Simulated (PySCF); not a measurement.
Nuclear quadrupole coupling in [TcS4]-

Species: [TcS4]- (charge -1 and singlet state).
Geometry (PBE0-D3(BJ)/def2-SVP, Å), atoms numbered from 1 in this order:
```xyz
5
TcS4 angstrom
Tc    -0.002    0.000    0.002
S      0.000   -0.023    2.125
S      1.998    0.010   -0.703
S     -1.002    1.739   -0.693
S     -0.994   -1.727   -0.731
```

Field gradients from the PBE0/pcSseg-1 (def2-TZVP on Tc) density (PySCF, non-relativistic but for the core potentials past Kr), principal values in atomic units, ordered |Vxx| ≤ |Vyy| ≤ |Vzz|:

| atom | Vxx | Vyy | Vzz |
| --- | --- | --- | --- |
| S2 | -0.1884 | -0.1901 | 0.3785 |
| S3 | -0.1856 | -0.1886 | 0.3743 |
| S4 | -0.1886 | -0.1908 | 0.3794 |
| S5 | -0.1892 | -0.1895 | 0.3786 |

Find the asymmetry η = (Vxx − Vyy)/Vzz and the couplings χ = eQV/h (234.96 MHz × Q in barn × V in au), with Q(33S) = −0.0678 b.

```csv
atom,environment,nucleus,η,χzz (MHz),χxx (MHz),χyy (MHz)
S2,sulfur bonded to Tc,33S,0.00,-6.03,3.00,3.03
S3,sulfur bonded to Tc,33S,0.01,-5.96,2.96,3.01
S4,sulfur bonded to Tc,33S,0.01,-6.04,3.01,3.04
S5,sulfur bonded to Tc,33S,0.00,-6.03,3.01,3.02
```

The gradient is axial or nearly so (η below 0.05) at S2, S3, S4 and S5. The tensor is traceless: Vxx + Vyy + Vzz = 0.

What is Vzz at S3 in SI units (1 au = 9.71736 × 10²¹ V/m²)?

0.3743 au = 3.637 × 10²¹ V/m².

Geometry: PBE0-D3(BJ)/def2-SVP; no solvent, vibrations or thermal averaging. Atoms past krypton carry effective core potentials; spin–orbit coupling is left out. The pcSseg-1 basis has no diffuse functions, a weakness for an anion. A larger basis could move these couplings by a tenth or more.

The run behind these numbers computed NMR shieldings as well. The run took 10 s on one thread, Arm Neoverse V1 (shared host).
